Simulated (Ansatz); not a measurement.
Job for Ansatz (an electronic-structure program): R-wB97X-V/def2-TZVPP on HCl (SMILES Cl).

Ansatz 0.2 input:
```yaml
crystal:
  periodic: [false, false, false]
  atoms:
    - {symbol: Cl, position_ang: [0.00000000, -0.00000000, 0.64477451]}
    - {symbol: H, position_ang: [-0.00000000, 0.00000000, -0.64477451]}
basis:
  gaussian:
    orbitals: def2-TZVPP
hamiltonian:
  xc: {name: wB97X-V}
scf: {lower_state_search: off}
```

Program output:

```
WARN ansatz: RAYON_NUM_THREADS=4 ignored (pool sized by the plan → 4); use --threads N
Functional definition: wB97X-V
these checks for a lower state are left out or cut short: stability, starts, cluster_reference, orbital_swaps, neighbouring_geometries, increment
integrals: 0.01 GiB planned
369 factors; their error is unknown
integrals: 0.05 GiB planned
62 factors; integrals over basis functions are off by at most 9.0e-5 eV
mean field: 0.18 GiB planned
mean field evaluation 1: about -12537.2737 eV, gradient 1.0e1 eV
mean field evaluation 2: about -12537.5142 eV, gradient 6.7e0 eV
mean field evaluation 4: about -12537.5891 eV, gradient 1.7e-1 eV
mean field evaluation 8: about -12537.6099 eV, gradient 1.8e-2 eV
mean field -12537.60988475 eV, -460.7486649673 hartree, gradient 7.1e-6 eV, S^2 0.000000; 0 other end points of the search recorded, 0 dependent functions left out
reference -12537.60988380 eV, -460.7486649323 hartree; 9, 9 occupied and 47, 47 virtual orbitals, 369 factors
Total energy: -12537.60988380 eV, -460.7486649323 hartree
Checks for a lower state left out: stability, starts, cluster_reference, orbital_swaps, neighbouring_geometries, increment
```

The calculation finished and met its thresholds.

Cost: very roughly 0.5 core-seconds.
